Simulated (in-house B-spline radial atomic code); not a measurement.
Values are calculated unless marked as measured or tabulated.
## Building a PAW s channel for W, r_c = 2.86 bohr

W, [Xe] 4f14 5d4 6s2, non-relativistic PBE (a model for so heavy an element), spherical and spin-unpolarised, from a B-spline radial code for spherical atoms (atomic units; all potentials screened as in the neutral atom).

Two all-electron partial waves φ1, φ2 are integrated outwards at E1 = ε(6s) = -0.174685 and E2 = E1 + 1 hartree; φ1 is the bound orbital and φ2 has unit norm inside r_c = 2.862 bohr. Smooth partners are polynomials, r^1(a0 + a1 r² + a2 r⁴ + a3 r⁶), matched to φ and three derivatives at r_c, with no condition on the norm. The local potential is -3.56756 + (1.05206) r² + (-0.127974) r⁴ + (0.00565568) r⁶ inside 2.422 bohr and the all-electron one outside.

```csv
wave,φ(r_c),φ'(r_c),a0,a1,a2,a3
1,0.6014781,0.02823343,0.12179,0.04849552,-0.006534033,0.0002356964
2,0.1378534,-1.673433,1.097161,-0.1105416,-0.007083183,0.0006035796
```

Inside r_c the overlaps are <φi φj> = [[0.32708, 0.50521], [0.50521, 1.00000]] and, for the smooth waves, [[0.36570, 0.74776], [0.74776, 2.28647]]. With χj = (Ej − T − V_local) applied to smooth wave j, the program's quadrature gives the matrix B_ij = <smooth i, χj> as [[0.21998, 1.08588], [0.84333, 4.47749]].

Q: Check the match of the first wave, and find the augmentation charges q_ij.

A: At r_c the four terms are 0.34856, 1.13687, -1.25467, 0.37072, which sum to 0.6015, φ1(r_c) to rounding. q_ij is the all-electron overlap less the smooth one: [[-0.03862, -0.24254], [-0.24254, -1.28647]]. The smooth first wave has a norm of 0.3657 inside r_c against 0.3271, so q11 is negative and must stay small enough for the overlap operator to be positive.

Q: B isn't symmetric. Show that D_ij = B_ij + Ej q_ij is.

A: Integrating by parts gives B12 − B21 = (E1 − E2) q12: 1.08588 − (0.84333) = 0.24255, and −1 × (-0.24254) = 0.24254. So D12 = 1.08588 + (0.825315)(-0.24254) = 0.88571 and D21 = 0.84333 + (-0.174685)(-0.24254) = 0.88570; D11 = 0.22672, D22 = 3.41575. The projectors, p = (B⁻¹)ᵀ χ, are dual to the smooth waves; det B = 0.069.

Solving (T + V_local + Σ p D p) ψ = E (1 + Σ p q p) ψ in a sphere of 9 bohr, whose wall lifts the free-atom level a little, gives these levels:

```json
{"all-electron": "-0.173534", "one projector": "-0.387069", "two projectors": "-"}
{"all-electron": "0.112623", "one projector": "-0.173534", "two projectors": "-"}
{"all-electron": "0.492906", "one projector": "0.113533", "two projectors": "-"}
{"all-electron": "1.037040", "one projector": "0.494590", "two projectors": "-"}
{"all-electron": "1.734540", "one projector": "1.028640", "two projectors": "-"}
```

Q: What does the second projector gain?

A: With one projector a ghost lies below the reference level, so the set fails. With two the overlap operator is not positive, so the set fails. The lowest eigenvalue of the overlap operator is 0.7238 with one and -0.007171 with two projectors. The smooth orbital alone needs a cutoff of 2.16 hartree for 1 millihartree of kinetic energy, against 4.74 for a norm-conserving Troullier-Martins orbital of the same radius, which is no gain while the set fails.
